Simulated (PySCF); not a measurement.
Computed shifts of a molecule C4H9FSi, PBE/pcSseg-1 (PySCF), GIAO, gas phase, equivalent atoms averaged, in ppm (number of nuclei): ¹³C: 170.3 (1), 109.4 (1), -0.6 (2). ²⁹Si: -27.8 (1). ¹⁹F: -101.9 (1). ¹H: 7.43 (1), 5.24 (1), 4.61 (1), 0.61 (6). References: ¹³C against TMS (σ = 182.0 ppm); ²⁹Si against TMS (σ = 335.4 ppm); ¹⁹F against CFCl3 (σ = 133.6 ppm); ¹H against TMS (σ = 31.49 ppm), references at their B3LYP-D3(BJ)/def2-TZVP geometries, non-relativistic. The structure is a stationary point at PBE0-D3(BJ)/def2-SVP. Other conformers were not sampled.

Question: Pick the molecule that these values belong to.
A. C[SiH](C)/C=C\F
B. CC[SiH2]/C=C\F
C. C[C@@H]1CC[Si@@H]1F
D. F[C@@H]([SiH3])C1CC1

Answer: A, C[SiH](C)/C=C\F
